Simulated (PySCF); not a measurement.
C$_{4}$H$_{3}$O (SMILES [c]1ccco1), doublet, geometry from GFN2-xTB; PySCF with PBE0/6-31G.

Here is a job for PySCF.
```python
from pyscf import gto, scf, dft

mol = gto.M(
    atom='''
O    -0.004073    0.072020    1.177792
C     0.015234    1.111495    0.364397
C    -0.017204   -1.024409    0.385746
C     0.015903    0.776725   -0.944358
C    -0.005819   -0.651630   -0.923541
H    -0.033807   -1.981462    0.866997
H     0.029378    1.419638   -1.797265
H    -0.011668   -1.287424   -1.785535
''',
    basis='6-31g',
    charge=0,
    spin=1,
    verbose=4,
)

mf = dft.UKS(mol)
mf.xc = 'pbe0'
mf.kernel()
```

Question: What does PySCF print? Leave out banner, timings and long lists.

Answer: 
```
PySCF version 2.14.0

[INPUT] verbose = 4
[INPUT] num. atoms = 8
[INPUT] num. electrons = 35
[INPUT] charge = 0
[INPUT] spin (= nelec alpha-beta = 2S) = 1
[INPUT] symmetry False subgroup None
[INPUT] Mole.unit = angstrom
[INPUT] Symbol           X                Y                Z      unit          X                Y                Z       unit  Magmom
[INPUT]  1 O     -0.004073000000   0.072020000000   1.177792000000 AA   -0.007696854505   0.136098075491   2.225704311704 Bohr   0.0
[INPUT]  2 C      0.015234000000   1.111495000000   0.364397000000 AA    0.028788087782   2.100421138823   0.688610530613 Bohr   0.0
[INPUT]  3 C     -0.017204000000  -1.024409000000   0.385746000000 AA   -0.032510848247  -1.935852449540   0.728954293646 Bohr   0.0
[INPUT]  4 C      0.015903000000   0.776725000000  -0.944358000000 AA    0.030052314559   1.467797524103  -1.784577983542 Bohr   0.0
[INPUT]  5 C     -0.005819000000  -0.651630000000  -0.923541000000 AA   -0.010996316319  -1.231402234550  -1.745239554807 Bohr   0.0
[INPUT]  6 H     -0.033807000000  -1.981462000000   0.866997000000 AA   -0.063885971093  -3.744420506233   1.638386880820 Bohr   0.0
[INPUT]  7 H      0.029378000000   1.419638000000  -1.797265000000 AA    0.055516374087   2.682727016025  -3.396338623266 Bohr   0.0
[INPUT]  8 H     -0.011668000000  -1.287424000000  -1.785535000000 AA   -0.022049324421  -2.432878766192  -3.374172135825 Bohr   0.0

nuclear repulsion = 153.527375040025
number of shells = 31
number of NR pGTOs = 122
number of NR cGTOs = 51
basis = 6-31g
ecp = {}

******** <class 'pyscf.dft.uks.UKS'> ********
method = UKS
initial guess = minao
damping factor = 0
level_shift factor = 0
DIIS = <class 'pyscf.scf.diis.CDIIS'>
diis_start_cycle = 1
diis_space = 8
diis_damp = 0
SCF conv_tol = 1e-09
SCF conv_tol_grad = None
SCF max_cycles = 50
direct_scf = True
direct_scf_tol = 1e-13
number electrons alpha = 18  beta = 17
XC library pyscf.dft.libxc version 7.1.2
    S. Lehtola, C. Steigemann, M. J. T. Oliveira, and M. A. L. Marques,  SoftwareX 7, 1–5 (2018)
XC functionals = pbe0
    C. Adamo and V. Barone,  J. Chem. Phys. 110, 6158 (1999)
    M. Ernzerhof and G. E. Scuseria,  J. Chem. Phys. 110, 5029 (1999)
radial grids:
    Treutler-Ahlrichs [JCP 102, 346 (1995); DOI:10.1063/1.469408] (M4) radial grids

becke partition: Becke, JCP 88, 2547 (1988); DOI:10.1063/1.454033
pruning grids: <function nwchem_prune>
grids dens level: 3
symmetrized grids: False
atomic radii adjust function: <function treutler_atomic_radii_adjust>
small_rho_cutoff = 0
Set gradient conv threshold to 3.16228e-05
tot grids = 99984
init E= -230.08762857389

cycle= 1 E= -228.941060202013  delta_E= 1.15  |g|= 0.276  |ddm|= 2.18
cycle= 2 E= -228.919960127078  delta_E= 0.0211  |g|= 0.374  |ddm|= 0.591
cycle= 3 E= -228.981145202925  delta_E= -0.0612  |g|= 0.03  |ddm|= 0.291
cycle= 4 E= -228.981687926667  delta_E= -0.000543  |g|= 0.0193  |ddm|= 0.0626
cycle= 5 E= -228.98192964417  delta_E= -0.000242  |g|= 0.00838  |ddm|= 0.0275
cycle= 6 E= -228.982002908385  delta_E= -7.33e-05  |g|= 0.00412  |ddm|= 0.015
cycle= 7 E= -228.982034948084  delta_E= -3.2e-05  |g|= 0.00268  |ddm|= 0.0111
cycle= 8 E= -228.982047651422  delta_E= -1.27e-05  |g|= 0.00137  |ddm|= 0.00702
cycle= 9 E= -228.982054078817  delta_E= -6.43e-06  |g|= 0.000387  |ddm|= 0.00723
cycle= 10 E= -228.982054641059  delta_E= -5.62e-07  |g|= 0.000273  |ddm|= 0.00197
cycle= 11 E= -228.982054757585  delta_E= -1.17e-07  |g|= 9.92e-05  |ddm|= 0.000743
cycle= 12 E= -228.982054788661  delta_E= -3.11e-08  |g|= 4.94e-05  |ddm|= 0.00049
cycle= 13 E= -228.982054791089  delta_E= -2.43e-09  |g|= 3.38e-05  |ddm|= 9.95e-05
cycle= 14 E= -228.98205479224  delta_E= -1.15e-09  |g|= 1.51e-05  |ddm|= 8.56e-05
cycle= 15 E= -228.982054792395  delta_E= -1.55e-10  |g|= 5.23e-06  |ddm|= 2.33e-05
Extra cycle  E= -228.982054792382  delta_E= 1.36e-11  |g|= 8.44e-06  |ddm|= 1.46e-05
converged SCF energy = -228.982054792382  <S^2> = 0.76545475  2S+1 = 2.0153955
```
